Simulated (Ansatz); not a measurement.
Cost and result up the ladder for the cluster Sn4O5 (9 atoms). The state is a singlet with charge 0. Geometry: PBE-D4/def2-SVP.

Cartesian coordinates in Å:
```
Sn -2.080 -1.129 0.934
Sn 1.900 -0.886 -0.192
Sn 0.140 1.740 2.037
Sn 0.098 1.119 -1.780
O 0.992 1.105 0.270
O -1.116 -0.630 -1.019
O -0.244 -1.599 -0.250
O 1.677 -0.128 -2.064
O -1.367 0.410 2.063
```

Ansatz on 4 threads of AMD EPYC 7B13 on a shared host. Times are rough, and most runs start from the orbitals of an earlier one. PBE0-D4/def2-TZVP serves as the yardstick here, not as an exact answer. Differences are given only for rows in sets of like size (and for xTB, whose basis is part of the method), since another set adds its own error. Binding counts from free atoms at the same level (Sn triplet, O triplet; other spins of the atoms weren't run), without zero-point energy or a counterpoise term.

In the def2 sets Sn takes a core potential; there is no spin–orbit coupling. HSE06 is defined as in plane-wave codes, on full-range PBE exchange. Correlated methods freeze 21 core orbitals; core or outer-core shells of Sn are correlated, in sets that lack core-valence functions. The rows differ in basis, and correlated rows in double-zeta sets carry the largest basis error. The structure holds one bond between oxygen atoms, so isomers without such links may lie far lower. Another isomer (singlet) lies 0.82 eV lower at PBE0-D4/def2-TZVP; other spin states weren't run for this one.

Correlated methods converge slowly with the basis, most of all in double-zeta sets.

```tsv
level	functions	wall time
MP2/def2-SVP	174	5.5 s
PBE-D4/def2-TZVP (with forces)	355	7 s
r2SCAN-D4/def2-TZVP	355	12 s
HSE06-D4/def2-TZVP	355	16 s
PBE0-D4/def2-TZVP	355	17 s
B2PLYP/def2-TZVP	355	26 s
```

Q: Estimate what each level gives for the binding energy per atom (eV).

A: 
```tsv
level	binding energy per atom (eV)	difference from PBE0-D4/def2-TZVP (eV)
MP2/def2-SVP	3.50	–
PBE-D4/def2-TZVP (with forces)	3.97	0.34
r2SCAN-D4/def2-TZVP	3.75	0.13
HSE06-D4/def2-TZVP	3.62	0.00
PBE0-D4/def2-TZVP	3.62	0.00
B2PLYP/def2-TZVP	3.66	0.04
```
